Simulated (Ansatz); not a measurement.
`N[C@H]1O[Si@@H]1[SiH3]`, 12 atoms. Charge 0, multiplicity 1. All runs use 4 threads of a server CPU on a shared host. Correlated methods freeze the cores.

Q: Give the basis size and wall time and peak host memory of each of these runs in Ansatz. RKS PBE0-D4/def2-TZVP relaxation (13 steps); RHF-CCSD(T)/def2-TZVPP energy; RKS PBE0-D4/def2-QZVPP energy; RKS PBE0-D4/def2-TZVP frequencies; RHF-CCSD(T)/def2-SVP energy; RKS ωB97M-V/def2-SVP energy; RKS ωB97M-V/def2-QZVPP energy; RKS B2PLYP (frozen core)/def2-TZVPP energy; RKS revPBE-D4/def2-TZVPP energy; RHF-MP2/def2-QZVPP energy; RKS PBE0-D4/def2-SVP energy; RKS r2SCAN-D4/def2-TZVPP energy and forces. (An estimate is asked.)

A: Ansatz gave: Other jobs shared the machine, so times are rough.

| level | job | functions | wall time | peak host memory (GiB) |
| --- | --- | --- | --- | --- |
| RKS PBE0-D4/def2-SVP | energy | 113 | 1.4 s | 0.26 |
| RKS revPBE-D4/def2-TZVPP | energy | 275 | 2.2 s | 0.38 |
| RKS ωB97M-V/def2-SVP | energy | 113 | 5 s | 0.37 |
| RKS r2SCAN-D4/def2-TZVPP | energy and forces | 275 | 5.5 s | 0.41 |
| RHF-CCSD(T)/def2-SVP | energy | 113 | 6 s | 0.54 |
| RKS B2PLYP (frozen core)/def2-TZVPP | energy | 275 | 6.5 s | 0.74 |
| RKS PBE0-D4/def2-QZVPP | energy | 521 | 12 s | 2 |
| RKS ωB97M-V/def2-QZVPP | energy | 521 | 22 s | 2.5 |
| RHF-MP2/def2-QZVPP | energy | 521 | 29 s | 3.5 |
| RKS PBE0-D4/def2-TZVP | relaxation (13 steps) | 209 | 51 s | 0.57 |
| RKS PBE0-D4/def2-TZVP | frequencies | 209 | 3.1 min | 0.56 |
| RHF-CCSD(T)/def2-TZVPP | energy | 275 | 3.5 min | 7.2 |
